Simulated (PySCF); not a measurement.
Two-dimensional NMR puzzle

Compound of formula C$_{7}$H$_{10}$OSi. Correlations simulated from computed shifts and the bond graph:

HSQC (one-bond C–H):
```csv
δH,δC
9.63,195.7
6.90,147.7
3.48,31.3
2.72,35.8
1.92,17.3
1.51,35.8
```

COSY cross peaks (H two or three bonds apart, from the bond graph; peaks can be absent where the dihedral angle is near 90°):
```csv
δH,δH
6.90,4.70
4.70,1.92
3.48,2.72
3.48,1.51
2.72,1.92
2.72,1.51
1.92,1.51
```

HMBC (two and three bonds, from the bond graph):
```csv
δH,δC
9.63,"177.9, 147.7, 31.3"
6.90,"195.7, 177.9, 31.3, 17.3"
4.70,"177.9, 147.7, 35.8, 17.3"
3.48,"195.7, 177.9, 147.7, 35.8, 17.3"
2.72,"177.9, 35.8, 31.3, 17.3"
1.92,"147.7, 35.8, 31.3"
1.51,"177.9, 35.8, 31.3, 17.3"
```

Carbons without hydrogens: δ 177.9.

- NMR shieldings at PBE0/pcSseg-1/GIAO
- structure optimised with GFN2-xTB
- code: PySCF 2.14
- rapidly exchanging positions averaged, gas phase, non-relativistic, one computed conformer

References, each an isolated molecule treated in the same way: 1H (σ = 31.72 ppm) and 13C (σ = 186.93 ppm) vs TMS.

Exchangeable hydrogens are left out of these lists.

Work out the connectivity.

## Answers

`O=CC1=C[SiH2][C@H]2C[C@@H]1C2`.

Structure with atom numbers: `[O:1]=[CH:2][C:3]1=[CH:4][SiH2:5][C@H:6]2[CH2:7][C@@H:8]1[CH2:9]2`. Hydrogens are named by the atom that carries them. Ha(C7), Ha(C9) are cis to C3 on the ring; Hb(C7), Hb(C9) are trans to C3 on the ring.

- δC 195.7 is C2, an aldehyde carbonyl carbon (δH 9.63).
- δC 177.9 is C3, an α carbon of a C=C–C=O unit.
- δC 147.7 is C4, a β carbon of a C=C–C=O unit (δH 6.90).
- δC 35.8 is C7/C9, an sp3 CH2 in a ring (δH 2.72, 1.51).
- δC 31.3 is C8, an allylic sp3 CH (δH 3.48).
- δC 17.3 is C6, an sp3 CH bonded to Si (δH 1.92).
- HMBC from δH 9.63 reaches the proton-free carbon C3.
- HMBC from δH 6.90 reaches the proton-free carbon C3.
- HMBC from δH 4.70 reaches the proton-free carbon C3.
- HMBC from δH 3.48 reaches the proton-free carbon C3.
- COSY links 6.90–4.70, 4.70–1.92, 3.48–2.72, 3.48–1.51, 2.72–1.92, 2.72–1.51.

The data come from this structure; uniqueness wasn't tested.

Shifts are as computed. Against solution values, carbons near 30 ppm lie about +3 ppm off and those near 130 ppm about +5 ppm. Of 1211 compounds with measured shifts, 218 miss one by over three times the rms of a fit or turn the order of signals round; such compounds aren't used in these exercises.
